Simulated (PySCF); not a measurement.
Correlation energy of Ne+ (neon, charge +1)

[He] 2s2 2p5, 2P determinant. All numbers are calculated (PySCF 2.14, the spin-free X2C one-electron Hamiltonian (Gaussian nucleus), in cc-pVDZ-DK (3s2p1d, 14 functions)). Frozen: 1s2; 7 electrons correlated.

MP2 pair energies summed by pair of shells (mhartree):

| pair | energy | share (%) |
| --- | --- | --- |
| 2p-2p | -86.57 | 64.6 |
| 2s-2p | -40.12 | 29.9 |
| 2s-2s | -7.29 | 5.4 |

Total MP2 correlation energy: -133.97 mhartree.

Same-spin part -33.66 and opposite-spin part -100.31 mhartree; SCS-MP2 scales them by 1/3 and 6/5 to -131.59 mhartree.

```
  level  correlation energy (mhartree)
   CCSD                        -144.24
    (T)                          -1.02
CCSD(T)                        -145.26
```

Diagnostics: T1 = 0.0031, D1 = 0.0051, largest double amplitude 0.038.

Cost of the coupled-cluster step: 0.13 s of wall time on 1 thread of Neoverse-N1 (shared host), for 7 correlated electrons.
